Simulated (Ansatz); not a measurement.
CF2GaN (`N#[C][Ga]([F])[F]`). The species carries charge 0 and has multiplicity 1. All single points use the PBE0-D4/def2-TZVP geometry.

```xyz
5

N     1.894    1.353    0.682
C     0.995    0.711    0.358
Ga   -0.492   -0.351   -0.177
F    -1.938    0.361   -0.792
F    -0.459   -2.073   -0.071
```

**Question.** What is the dipole moment at ωB97M-V/def2-TZVPP? (Estimate.)

**Answer.** Ansatz gave: 0.94 D, with components (-0.73, -0.52, -0.26) D in this frame, pointing from negative to positive charge.

**Question.** And with PBE, r2SCAN, B3LYP? (Best estimate.)

**Answer.** Ansatz gave: PBE 0.93 D, r2SCAN 0.92 D, B3LYP 0.89 D.

**Question.** Give the Mulliken charges with ωB97M-V, r2SCAN, PBE in def2-TZVPP. (Best estimate.)

**Answer.** Ansatz gave: 
| atom | ωB97M-V | r2SCAN | PBE |
| --- | --- | --- | --- |
| N1 | 0.01 | -0.02 | 0.08 |
| C2 | -0.23 | -0.18 | -0.22 |
| Ga3 | 0.88 | 0.87 | 0.72 |
| F4 | -0.33 | -0.33 | -0.29 |
| F5 | -0.33 | -0.33 | -0.29 |

B3LYP here is the variant with VWN-RPA as its local correlation; programs differ in this.
